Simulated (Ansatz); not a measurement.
Se(SiH3)2 (Si₂H₆Se). Charge 0, multiplicity 1. Geometry PBE0-D4/def2-SVP.

```tsv
atom	x (Å)	y (Å)	z (Å)
Se1	1.388	-0.066	-0.754
Si2	0.241	1.660	0.213
H3	-1.106	1.822	-0.412
H4	1.061	2.883	-0.018
H5	0.064	1.432	1.678
Si6	-0.168	-1.665	-0.253
H7	0.380	-2.954	-0.762
H8	-1.474	-1.366	-0.915
H9	-0.385	-1.746	1.222
```

B3LYP takes the VWN-RPA correlation.

**Question.** Estimate the orbital energies around the gap (eV) in Ansatz with PBE-D4/def2-SVP, r2SCAN-D4/def2-TZVPD, B3LYP-D4/def2-TZVP, PBE0-D4/def2-TZVP, PBE0-D4/def2-TZVPD.

**Answer.** 
```tsv
orbital	PBE-D4/def2-SVP	r2SCAN-D4/def2-TZVPD	B3LYP-D4/def2-TZVP	PBE0-D4/def2-TZVP	PBE0-D4/def2-TZVPD
HOMO−5	-9.06	-9.47	-10.25	-10.49	-10.50
HOMO−4	-8.99	-9.37	-10.09	-10.33	-10.33
HOMO−3	-8.54	-8.93	-9.71	-9.91	-9.92
HOMO−2	-8.03	-8.36	-8.99	-9.21	-9.22
HOMO−1	-7.55	-7.89	-8.47	-8.71	-8.72
HOMO	-5.88	-6.28	-6.87	-7.11	-7.13
LUMO	-0.94	-0.94	-0.56	-0.36	-0.56
LUMO+1	-0.58	-0.66	-0.29	-0.07	-0.30
LUMO+2	-0.48	-0.46	0.01	0.15	-0.01
LUMO+3	0.23	0.17	0.56	0.73	0.20
LUMO+4	0.95	0.28	0.86	1.16	0.56
LUMO+5	1.06	0.86	1.33	1.57	0.87
```
